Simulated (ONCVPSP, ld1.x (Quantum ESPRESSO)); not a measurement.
**Potentials for S compared**

Generated with ld1.x 7.5 (TM, RRKJ, ultrasoft, PAW), atompaw 4.2 or ONCVPSP 4.0.1. The cutoff is in Ry: for ld1.x and atompaw files where the sum of valence levels is converged to 10 mRy in a Bessel basis, for ONCV files where the hardest occupied wave has 1 mHa per electron of residual kinetic energy. The error is the largest all-electron minus pseudo excitation energy over each file’s own four to seven test configurations (ionisations up to +4, promotions, holes and added fractions of an electron), all of which were solved. The labels leave out finer settings (local radius, basis sizes, second energies), which also bear on the numbers. Spin-polarised tests are not counted. The rows are a selection from randomly drawn settings: files with unsolved tests, undetermined cutoffs or missed reference levels are left out.

| potential | cutoff (Ry) | largest error (meV) | bound ghosts |
| --- | --- | --- | --- |
| ONCV, BLYP, scalar-relativistic, rc 0.70/0.60 (sp), local smoothed, core correction no, reference 2s2 2p6 3s2 3p4, qcut 15.1/27.9, projectors 3/2 | 510 | +6.3 | none |
| ONCV, LDA (Perdew-Zunger), scalar-relativistic, rc 0.85/0.70/0.80 (spd), local smoothed, core correction yes, reference 2s2 2p6 3s2 3p2, qcut 14.7/22.6/13.3, projectors 2/2/2 | 365 | +244 | none |
| ONCV, PBE, non-relativistic, rc 0.85/0.65 (sp), local smoothed, core correction yes, reference 2s2 2p6 3s2 3p3, qcut 18/17.4, projectors 2/2 | 301 | +384 | none |
| ultrasoft, PBE, fully relativistic, rc 1.25/1.70 (sp), local smoothed, core correction yes, reference 3s2 3p2.5 | 25 | +71 | none |
| ONCV, Wu-Cohen, scalar-relativistic, rc 0.70/0.75/0.75 (spd), local smoothed, core correction no, reference 2s2 2p6 3s2 3p3, qcut 13.5/15.8/15.2, projectors 2/2/2 | 243 | +607 | none |
| ONCV, PBE, scalar-relativistic, rc 0.75/0.60/0.55 (spd), local smoothed, core correction yes, reference 2s2 2p6 3s2 3p4, qcut 17.4/25.2/16.8, projectors 2/2/2 | 462 | +6.3 | none |

Task: Fill in the row for S: ONCV, PBE, scalar-relativistic, rc 1.35/1.35/1.50 (spd), local s, core correction no, reference 3s2 3p2, qcut 5.7/7.1/5.9, projectors 0/2/2.

Result: cutoff 27 Ry, largest error +12 meV, bound ghosts: none.
